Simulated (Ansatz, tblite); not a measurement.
Cost and result up the ladder for [Te3]2- (Te₃²⁻) (3 atoms). The state is a singlet with charge -2. Geometry: B3LYP-D4/def2-SVPD.

```xyz
3

Te   -0.443    1.358   -1.973
Te   -0.816    0.194    0.580
Te    1.258   -1.552    1.394
```

Ansatz on 4 threads of Arm Neoverse V1 on a shared host; xTB runs through tblite on one thread. Times are rough, summed over both states, and most runs start from the orbitals of an earlier one. PBE0-D4/def2-TZVPD serves as the yardstick here, not as an exact answer. The other state is a doublet.

In the def2 sets Te takes a core potential; there is no spin–orbit coupling. The xTB rows come from tblite. A multiply charged anion in the gas phase is held together partly by the finite basis. Removing one electron lowers the energy by 1.56 eV at PBE0-D4/def2-TZVPD, so it isn't bound.

Raw xTB energies of ions are shifted by several eV.

```
                          level  functions  wall time  vertical IE (eV)  difference from PBE0-D4/def2-TZVPD (eV)                       remarks
                       GFN1-xTB         27    0.006 s              0.65                                     2.21                             –
                       GFN2-xTB         27    0.009 s             -3.07                                    -1.51                             –
PBE-D4/def2-TZVPD (with forces)        177      5.9 s             -1.76                                    -0.20  HOMO above zero (-2 singlet)
             PBE0-D4/def2-TZVPD        177       11 s             -1.56                                     0.00  HOMO above zero (-2 singlet)
           r2SCAN-D4/def2-TZVPD        177       13 s             -1.70                                    -0.14  HOMO above zero (-2 singlet)
```
